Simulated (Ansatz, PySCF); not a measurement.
Gas-phase reaction in SMILES: C=COC(F)(F)F + 7 [H][H] (H2) -> 3 C (CH4) + 3 F (HF) + O (H2O)
Each molecule is optimised on its own at B3LYP-D3(BJ)/def2-TZVP (Ansatz, a program for electronic structure), one conformer each, not searched for the lowest. Frequencies are from Ansatz or PySCF.

Quantity: energy of full hydrogenation (enthalpy at 298 K, with B3LYP-D3(BJ) rigid-rotor harmonic-oscillator terms), in eV. Correlated levels leave the core frozen unless marked. No spin-orbit coupling. No relativistic terms. CBS marks a two-point X^-3 extrapolation of the correlation energy; Hartree-Fock from the larger set.

Level to compare with: CCSD(T)/CBS(cc-pVTZ,cc-pVQZ) (Ansatz), -5.16 eV. It is a level with limits of its own, and the differences hold the functionals' basis error too.

Rank these functionals by how close they come to CCSD(T)/CBS(cc-pVTZ,cc-pVQZ), closest first: PBE0/def2-TZVPD (Ansatz); wB97X-V/def2-TZVPD (Ansatz); wB97M-V/def2-TZVPD (Ansatz).

PBE0/def2-TZVPD (global hybrid, -5.23 eV, difference -0.07), wB97M-V/def2-TZVPD (range-separated hybrid meta-GGA with VV10, -4.89 eV, difference 0.27), wB97X-V/def2-TZVPD (range-separated hybrid with VV10, -4.83 eV, difference 0.33)
